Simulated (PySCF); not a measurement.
Radial density of Ne⁺ (neon, charge +1)

UHF, [He] 2s2 2p5, 2P determinant. Computed with PySCF 2.14 in pcseg-2, with no relativity, point nucleus.

```json
{"r (bohr)": "0.00307", "4πr²ρ (e/bohr)": "0.06961", "4πr²(ρα − ρβ)": "0.0000"}
{"r (bohr)": "0.00517", "4πr²ρ (e/bohr)": "0.1897", "4πr²(ρα − ρβ)": "0.0001"}
{"r (bohr)": "0.00869", "4πr²ρ (e/bohr)": "0.4982", "4πr²(ρα − ρβ)": "0.0003"}
{"r (bohr)": "0.0146", "4πr²ρ (e/bohr)": "1.254", "4πr²(ρα − ρβ)": "0.0007"}
{"r (bohr)": "0.0246", "4πr²ρ (e/bohr)": "2.903", "4πr²(ρα − ρβ)": "0.0019"}
{"r (bohr)": "0.0414", "4πr²ρ (e/bohr)": "5.889", "4πr²(ρα − ρβ)": "0.0051"}
{"r (bohr)": "0.0696", "4πr²ρ (e/bohr)": "9.534", "4πr²(ρα − ρβ)": "0.0170"}
{"r (bohr)": "0.117", "4πr²ρ (e/bohr)": "10.77", "4πr²(ρα − ρβ)": "0.0680"}
{"r (bohr)": "0.197", "4πr²ρ (e/bohr)": "7.363", "4πr²(ρα − ρβ)": "0.2543"}
{"r (bohr)": "0.331", "4πr²ρ (e/bohr)": "5.168", "4πr²(ρα − ρβ)": "0.7029"}
{"r (bohr)": "0.557", "4πr²ρ (e/bohr)": "7.411", "4πr²(ρα − ρβ)": "1.1158"}
{"r (bohr)": "0.937", "4πr²ρ (e/bohr)": "5.746", "4πr²(ρα − ρβ)": "0.7816"}
{"r (bohr)": "1.58", "4πr²ρ (e/bohr)": "1.414", "4πr²(ρα − ρβ)": "0.1734"}
{"r (bohr)": "2.65", "4πr²ρ (e/bohr)": "0.06320", "4πr²(ρα − ρβ)": "0.0036"}
{"r (bohr)": "4.46", "4πr²ρ (e/bohr)": "0.0006043", "4πr²(ρα − ρβ)": "0.0000"}
```
